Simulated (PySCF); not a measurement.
**C₈H₁₅P: full NMR table**

```
Formula                               : C8H15P
SMILES                                : C=CC1CCP(C)CC1
Point group of the computed structure : Cs
Carbon signals                        : 6
Proton signals                        : 9
```

Bonds (- single, = double, # triple, : aromatic): C1=C2, C2-C3, C3-C4, C4-C5, C5-P6, P6-C7, P6-C8, C8-C9, C9-C3. C1 carries H10, H11; C2 carries H12; C3 carries H13; C4 carries H14, H15; C5 carries H16, H17; C7 carries H18, H19, H20; C8 carries H21, H22; C9 carries H23, H24. H14, H16, H22, H24 are cis to C2 on the ring; H10 is cis to C3; H15, H17, H21, H23 are trans to C2 on the ring; H11 is trans to C3.

- coordinates at the GFN2-xTB level
- GIAO PBE0/pcSseg-1 shieldings
- run in PySCF 2.14
- averaged over atoms made equivalent by symmetry, fast rotation or ring inversion, no relativistic terms, one conformer, in vacuum

δ = σ(ref) − σ, references computed at the same level: 1H (31.72 ppm), 13C (186.93 ppm) against TMS; 31P (318.38 ppm) vs H3PO4.

| carbon | δC, type | δH (multiplicity) | HMBC from (2–3 bonds) | span of the C tensor (ppm) |
| --- | --- | --- | --- | --- |
| C1 | 118.7, CH2 | H10 5.35 (m); H11 5.15 (m) | H12, H13 | 199 |
| C2 | 154.6, CH | 5.95 (m) | H10, H11, H15/H23, H13, H14/H24 | 241 |
| C3 | 51.4, CH | 1.64 (m) | H12, H10, H11, H16/H22, H15/H23, H14/H24, H17/H21 | 32 |
| C4/C9 | 35.2, CH2 | H14 1.35 (m); H15 1.93 (m) | H12, H16/H22, H15/H23, H13, H14/H24, H17/H21 | 17 |
| C5/C8 | 34.3, CH2 | H16 1.96 (m); H17 1.05 (m) | H16/H22, H15/H23, H13, H14/H24, H17/H21, H18/H19/H20 | 27 |
| C7 | 18.5, CH3 | 1.03 (m) | H16/H22, H17/H21 | 35 |

Other nuclei:
```json
{"atoms": "P6", "nucleus": "31P", "environment": "phosphorus bonded to 3 C, in a 6-membered ring", "δ (ppm)": "-77.2", "σ (ppm)": "395.6"}
```

δC 154.6: alkene CH; as expected for a trigonal carbon in a double bond. δC 118.7: terminal =CH2 carbon; the olefinic region. δC 51.4: allylic sp3 CH; saturated and bonded to C and H only. δC 35.2: sp3 CH2 in a ring; saturated and bonded to C and H only. δH 1.64: hydrogen on an allylic sp3 CH; allylic position.

Splittings by 31P in the carbon and heteronuclear signals aren't shown, as no couplings were computed. Shifts are as computed. Against solution values, carbons near 30 ppm lie about +3 ppm off and those near 130 ppm about +5 ppm. Of 1211 compounds with measured shifts, 218 miss one by over three times the rms of a fit or turn the order of signals round; such compounds aren't used in these exercises. Experimental scales use liquid or dissolved standards, which lie at an offset from isolated H3PO4. No couplings were computed; multiplicities are counted from neighbouring protons, with m where these are inequivalent, close in shift, in a saturated or five-membered ring or joined by F or P, and br s for small geminal =CH2 splittings.
